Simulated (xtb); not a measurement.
Sn(Cl)3(NHMe) (CH4Cl3NSn), SMILES C[NH][Sn]([Cl])([Cl])[Cl]. All values are semi-empirical tight-binding results from xtb (GFN2-xTB unless named), good for trends rather than for accurate numbers. Geometry: GFN2-xTB. Other conformers were not sampled.

Optimised geometry:

Bonded distances (Å): C1–N2 1.445, C1–H7 1.088, C1–H8 1.094, C1–H9 1.093, N2–Sn3 2.117, N2–H10 1.018, Sn3–Cl4 2.314, Sn3–Cl5 2.320, Sn3–Cl6 2.355. Angles (°): N2–C1–H7 109.3, N2–C1–H8 114.5, N2–C1–H9 107.1, H7–C1–H8 109.3, H7–C1–H9 108.2, H8–C1–H9 108.2, C1–N2–Sn3 117.7, C1–N2–H10 108.9, Sn3–N2–H10 106.2, N2–Sn3–Cl4 108.1, N2–Sn3–Cl5 108.6, N2–Sn3–Cl6 114.7, Cl4–Sn3–Cl5 108.3, Cl4–Sn3–Cl6 107.7, Cl5–Sn3–Cl6 109.3.

For metal compounds this method's bond lengths and energies can be far off.

- orbital gap: 1.91 eV
- zero-point energy: 34.2 kcal/mol
- G − E(el) at 298.15 K (modified RRHO): 9.9 kcal/mol

Task: Give the atomic charges and the Wiberg bond orders between heavy atoms. (Estimate from the structure and the level; the computed values follow.)

Result: charges (e) C1 -0.03, N2 -0.29, Sn3 0.46, Cl4 -0.14, Cl5 -0.15, Cl6 -0.18, H7 0.06, H8 0.04, H9 0.07, H10 0.17. Bond orders C1–N2 1.05, N2–Sn3 0.63, Sn3–Cl4 0.85, Sn3–Cl5 0.83, Sn3–Cl6 0.80.
